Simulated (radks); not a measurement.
Species: In26+. Configuration: [Ar] 3d5 (the NIST ground configuration).

All-electron calculation, scalar-relativistic Kohn-Sham, PBE, spin-unpolarised, spherical densities, finite nucleus; Fermi nuclear charge, rms radius 4.6156 fm. Program: a radial shooting solver on a logarithmic mesh with Libxc functionals.

Energy parts (eV):
total: -148903.850
kinetic: 155651.645
electron-nucleus: -334641.651
Hartree: 33445.850
exchange-correlation: -3359.695

Orbitals (lengths in bohr, moments of r in powers of bohr; r(max) is where P^2 peaks):
orbital,occ.,eigenvalue (eV),<1/r>,r(max),<r^4>
1s,2,-28820.46,51.85,0.01922,3.717e-06
2s,2,-5203.839,11.87,0.1084,0.0006342
2p,6,-4783.749,11.42,0.08674,0.0004532
3s,2,-1708.004,4.457,0.3054,0.02284
3p,6,-1570.986,4.279,0.2965,0.02268
3d,5,-1375.029,4.081,0.2420,0.01726

The highest occupied level is 3d at -1375.0 eV. The electron density at the nucleus is 1.795e+05 e/bohr^3 (large components only). For comparison, the ionisation energy in NIST's Atomic Spectra Database is 1413 eV (theoretical). In exact Kohn-Sham theory the highest level is minus the ionisation energy, but local and semilocal functionals leave it too shallow, through self-interaction and a potential that decays too fast; potentials with the right tail come closer. Summed over all electrons, <r^2> = 1.608 bohr^2, which gives a Langevin (diamagnetic) susceptibility term of -1.27 x 10^-6 cm^3/mol. The density falls to 0.001 e/bohr^3 at r = 0.99 bohr.

Beside tabulated values, note that spin-unpolarised runs miss the spin-polarisation part of the exchange energy of open shells.
